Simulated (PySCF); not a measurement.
## Basis and Hamiltonian dependence of the excitation energy of Cd(2+)

Cd(2+) [Kr] 4d10 (1S) → Cd(2+) [Kr] 4d9 5s1 (3D). Calculated with PySCF 2.14 from differences of total energies of unrestricted determinants, without spin-orbit coupling. Values in eV.

```json
{"basis": "aug-cc-pVDZ-PP with ECP28MDF", "Hamiltonian": "ECP", "functions": "54", "UHF": "10.162", "PBE": "9.895", "PBE0": "10.178", "MP2 (valence)": "10.910", "CCSD(T) (valence)": "10.762", "CCSD(T) (valence and next inner shell)": "n/a"}
{"basis": "def2-TZVPPD with the def2 core potential (28 electrons)", "Hamiltonian": "ECP", "functions": "56", "UHF": "9.813", "PBE": "9.582", "PBE0": "9.852", "MP2 (valence)": "10.631", "CCSD(T) (valence)": "10.479", "CCSD(T) (valence and next inner shell)": "10.099"}
{"basis": "ANO-RCC-VTZP", "Hamiltonian": "spin-free X2C", "functions": "68", "UHF": "9.791", "PBE": "9.777", "PBE0": "9.985", "MP2 (valence)": "10.385", "CCSD(T) (valence)": "10.240", "CCSD(T) (valence and next inner shell)": "9.996"}
{"basis": "aug-cc-pwCVDZ-PP with ECP28MDF", "Hamiltonian": "ECP", "functions": "70", "UHF": "9.820", "PBE": "9.577", "PBE0": "9.848", "MP2 (valence)": "10.628", "CCSD(T) (valence)": "10.461", "CCSD(T) (valence and next inner shell)": "10.009"}
{"basis": "x2c-TZVPPall", "Hamiltonian": "spin-free X2C", "functions": "79", "UHF": "9.814", "PBE": "9.921", "PBE0": "10.109", "MP2 (valence)": "10.673", "CCSD(T) (valence)": "10.513", "CCSD(T) (valence and next inner shell)": "10.216"}
{"basis": "def2-QZVPPD with the def2 core potential (28 electrons)", "Hamiltonian": "ECP", "functions": "88", "UHF": "9.760", "PBE": "9.481", "PBE0": "9.760", "MP2 (valence)": "10.583", "CCSD(T) (valence)": "10.415", "CCSD(T) (valence and next inner shell)": "n/a"}
{"basis": "aug-cc-pVTZ-PP with ECP28MDF", "Hamiltonian": "ECP", "functions": "88", "UHF": "9.762", "PBE": "9.464", "PBE0": "9.745", "MP2 (valence)": "10.553", "CCSD(T) (valence)": "10.388", "CCSD(T) (valence and next inner shell)": "n/a"}
{"basis": "x2c-TZVPPall with one added diffuse shell each of s, p, d, f type", "Hamiltonian": "spin-free X2C", "functions": "95", "UHF": "9.807", "PBE": "9.899", "PBE0": "10.089", "MP2 (valence)": "10.645", "CCSD(T) (valence)": "10.480", "CCSD(T) (valence and next inner shell)": "10.185"}
{"basis": "aug-cc-pVTZ-PP with one added diffuse shell each of s, p, d, f, g type with ECP28MDF", "Hamiltonian": "ECP", "functions": "113", "UHF": "9.758", "PBE": "9.461", "PBE0": "9.742", "MP2 (valence)": "10.547", "CCSD(T) (valence)": "n/a", "CCSD(T) (valence and next inner shell)": "n/a"}
{"basis": "x2c-QZVPPall", "Hamiltonian": "spin-free X2C", "functions": "118", "UHF": "9.739", "PBE": "9.746", "PBE0": "9.952", "MP2 (valence)": "10.526", "CCSD(T) (valence)": "n/a", "CCSD(T) (valence and next inner shell)": "n/a"}
{"basis": "aug-cc-pwCVTZ-PP with ECP28MDF", "Hamiltonian": "ECP", "functions": "122", "UHF": "9.728", "PBE": "9.449", "PBE0": "9.728", "MP2 (valence)": "10.555", "CCSD(T) (valence)": "n/a", "CCSD(T) (valence and next inner shell)": "n/a"}
{"basis": "x2c-QZVPPall with one added diffuse shell each of s, p, d, f, g type", "Hamiltonian": "spin-free X2C", "functions": "143", "UHF": "9.738", "PBE": "9.745", "PBE0": "9.951", "MP2 (valence)": "10.524", "CCSD(T) (valence)": "n/a", "CCSD(T) (valence and next inner shell)": "n/a"}
```

Frozen in the all-electron rows: valence: [Kr]; valence and next inner shell: [Ar] 3d10; with a core potential, the same shells as far as they lie outside it.

At UHF, aug-cc-pVDZ-PP with ECP28MDF lies more than 0.3 eV from the median of the rows with comparable relativity.
